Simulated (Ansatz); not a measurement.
# A ladder of methods for GaHCl2O (SMILES [OH][Ga]([Cl])[Cl])

GaHCl2O has 5 atoms, charge 0, and is taken as a singlet. As SMILES, `[OH][Ga]([Cl])[Cl]`. The shape was relaxed beforehand at PBE0/def2-SVP.

```xyz
5

O     0.2542    1.3550    0.2457
Ga    0.1171   -0.3940    0.0554
Cl    1.5060   -1.6389    1.0623
Cl   -1.4141   -1.2449   -1.1609
H    -0.4133    1.8492   -0.2438
```

Each level gives the dissociation energy of the H5–O1 bond into doublet H and doublet GaCl2O (shapes relaxed at PBE0/def2-SVP, no zero-point term) (eV). The values are calculated.

```tsv
level	kind	program	value (eV)	CPU time (all runs)
HF/def2-SVP	Hartree–Fock	Ansatz	3.86	16 s
SVWN5/def2-SVP	LDA	Ansatz	5.97	10 s
BLYP/def2-SVP	GGA	Ansatz	5.11	19 s
PBE/def2-SVP	GGA	Ansatz	5.21	23 s
r2SCAN/def2-SVP	meta-GGA	Ansatz	5.19	47 s
PBE0-D4/def2-SVP	global hybrid	Ansatz	5.20	21 s
CAM-B3LYP/def2-SVP	range-separated hybrid	Ansatz	5.26	26 s
B2PLYP/def2-SVP	double hybrid	Ansatz	5.24	42 s
RPA@PBE/def2-SVP	RPA	Ansatz	5.00	30 s
```

All-electron rows without a relativistic Hamiltonian named are non-relativistic. The values span 3.86 to 5.97 eV. Hartree–Fock misses the correlation of the electron pair that is broken and comes out low. Measured bond enthalpies also hold zero-point and thermal terms, a few tenths of an eV less. CPU times are rough (shared hosts, several kinds of processor and program).
